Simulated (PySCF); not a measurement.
Harmonic spectrum computed at B3LYP in the def2-SVP basis family (core potentials from Rb on, PySCF, no spin–orbit coupling):

| symmetry | ω (cm⁻¹) | IR (km/mol, summed over degenerate members) |
| --- | --- | --- |
| a1 | 169 | 0.7 |
| e | 182 | 0.0 |
| a2 | 395 | 0.0 |
| e | 472 | 193 |
| e | 600 | 470 |
| a1 | 645 | 15.0 |
| a1 | 704 | 1.7 |
| e | 725 | 373 |
| e | 3758 | 212 |
| a1 | 3770 | 139 |

Problem. Which molecule gave it? In each, all ligands are bound to the one heavy central atom.
A. Cr(OH)₃ (quartet)
B. Tl(OH)₃ (singlet)
C. Tc(OH)₃ (triplet)
D. Ir(OH)₃ (singlet)

Solution. C. It has C3v symmetry with O–H 0.971 Å (×3), Tc–O 1.853 Å (×3).
